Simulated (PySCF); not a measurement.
One molecule, one basis, several functionals.

Species: CH5N3Si.
Bonds: N1–C2 (triple), C2–Si3, Si3–N4, Si3–N5. Hydrogens: H6 on Si3; H7, H8 on N4; H9, H10 on N5.

Torsions of this conformer, `[N:1]#[C:2][SiH:3]([NH2:4])[NH2:5]`: H–N4–Si3–C2 -28°, H–N4–Si3–C2 -179°, H–N5–Si3–C2 -62°, H–N5–Si3–C2 88°.

PySCF, pcSseg-2 basis, density fitting, gas phase, PBE0-D3(BJ)/def2-SVP geometry. One functional is left out:

```json
{"functional": "B97-D", "exact exchange (%)": "0", "HOMO energy (eV)": "-6.67", "LUMO energy (eV)": "-1.23", "dipole moment (D)": "4.079"}
{"functional": "BLYP", "exact exchange (%)": "0", "HOMO energy (eV)": "-6.56", "LUMO energy (eV)": "-1.22", "dipole moment (D)": "4.082"}
{"functional": "BP86", "exact exchange (%)": "0", "HOMO energy (eV)": "-6.78", "LUMO energy (eV)": "-1.41", "dipole moment (D)": "4.086"}
{"functional": "LDA", "exact exchange (%)": "0", "HOMO energy (eV)": "-6.82", "LUMO energy (eV)": "-1.58", "dipole moment (D)": "4.152"}
{"functional": "OPBE", "exact exchange (%)": "0", "HOMO energy (eV)": "-6.62", "LUMO energy (eV)": "-1.19", "dipole moment (D)": "4.072"}
{"functional": "PBE", "exact exchange (%)": "0", "HOMO energy (eV)": "-6.67", "LUMO energy (eV)": "-1.35", "dipole moment (D)": "4.081"}
{"functional": "B3LYP", "exact exchange (%)": "20", "HOMO energy (eV)": "-7.88", "LUMO energy (eV)": "-0.64", "dipole moment (D)": "4.103"}
{"functional": "B97-2", "exact exchange (%)": "21", "HOMO energy (eV)": "-7.84", "LUMO energy (eV)": "-0.42", "dipole moment (D)": "4.089"}
{"functional": "PBE0", "exact exchange (%)": "25", "HOMO energy (eV)": "-8.12", "LUMO energy (eV)": "-0.40", "dipole moment (D)": "4.101"}
{"functional": "BHandHLYP", "exact exchange (%)": "50", "HOMO energy (eV)": "-9.49", "LUMO energy (eV)": "0.48", "dipole moment (D)": "4.143"}
```

**Question.** Predict the row of mPW1PW91 (25 % exact exchange) by straight lines through the other rows, and check it.

**Answer.** 
| property | line | computed | computed − line | PBE0 (25 %), for comparison |
| --- | --- | --- | --- | --- |
| HOMO energy (eV) | -8.10 | -8.14 | -0.04 | -8.12 |
| LUMO energy (eV) | -0.40 | -0.40 | 0.00 | -0.40 |
| dipole moment (D) | 4.110 | 4.101 | -0.009 | 4.101 |

**Question.** Which of these properties follows the share of exact exchange most closely, and which least?

**Answer.** Most closely the HOMO energy, least the dipole moment; the correlations over the tabulated rows are HOMO energy -0.997, LUMO energy 0.982, dipole moment 0.509. The HOMO energy moves by -0.564 eV for every 10 %. Functionals with the same share still differ in their other parts: at 0 % BLYP and LDA differ by 0.26 eV in it.
